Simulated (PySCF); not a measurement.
The PySCF input:
```python
from pyscf import gto, scf, dft

mol = gto.Mole()
mol.atom = '''
    S     0.00370730   -0.07355638   -0.68372528
    F     0.03237385   -0.05403838    0.88866688
'''
mol.basis = 'cc-pvdz'
mol.spin = 1
mol.verbose = 4
mol.build()

mf = dft.UKS(mol)
mf.xc = 'tpss'
mf.kernel()
g = mf.nuc_grad_method()
grad = g.kernel()
```

Q: What is the computed dipole moment (PySCF with TPSS/cc-pVDZ, gradient)?

A: 0.63 D

Q: Give the Mulliken (on the basis functions themselves) charges in atom order at the level TPSS/cc-pVDZ, gradient.

A: S1 0.22, F2 -0.22

Q: What nuclear repulsion energy does TPSS/cc-pVDZ, gradient give?

A: 48.4504 Eh

These values belong to the state on which the SCF converged, which isn't shown to be the lowest.
